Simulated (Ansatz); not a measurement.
## Strength of the O–B bond: C2H7BO3 → CH4BO2 + CH3O

Species: C2H7BO3 `COB(O)OC`, singlet; CH4BO2 `CO[B]O`, doublet; CH3O `C[O]`, doublet. 

Shapes, held fixed at every level: PBE0-D4/def2-TZVP. Flexible molecules stand in one conformer, not always the lowest. Programs: Ansatz 0.2.0. Electronic energies: no zero-point or thermal term.

| level | kind | ΔE (kJ/mol) | less CCSD(T)/CBS estimate |
| --- | --- | --- | --- |
| HF/def2-TZVPP | Hartree–Fock | +451.9 | -145.0 |
| PBE-D4/def2-TZVPP | GGA | +555.0 | -41.9 |
| r2SCAN-D4/def2-TZVPP | meta-GGA | +551.3 | -45.6 |
| B2PLYP/def2-TZVPP | double hybrid | +571.6 | -25.3 |
| MP2/def2-TZVPP | perturbation theory | +618.0 | +21.1 |
| CCSD(T)/def2-TZVPP | coupled cluster or CI | +585.4 | -11.5 |
| CCSD/def2-TZVPP | coupled cluster or CI | +576.9 | -20.0 |
| CCSD(T)/CBS estimate | coupled cluster or CI | +596.9 | 0.0 |

The highest level, CCSD(T)/CBS estimate, gives ΔE = +596.9 kJ/mol; the levels span +451.9 to +618.0. The column of differences is taken from that level and isn't an error. Hartree–Fock misses the correlation of the pair that is broken and comes out low. No measured value is set beside it here. Open shells run unrestricted unless RO is named. The CBS estimate extrapolates MP2 from def2-TZVPP and def2-QZVPP and adds CCSD(T) − MP2 in the triple-zeta set, cores frozen.
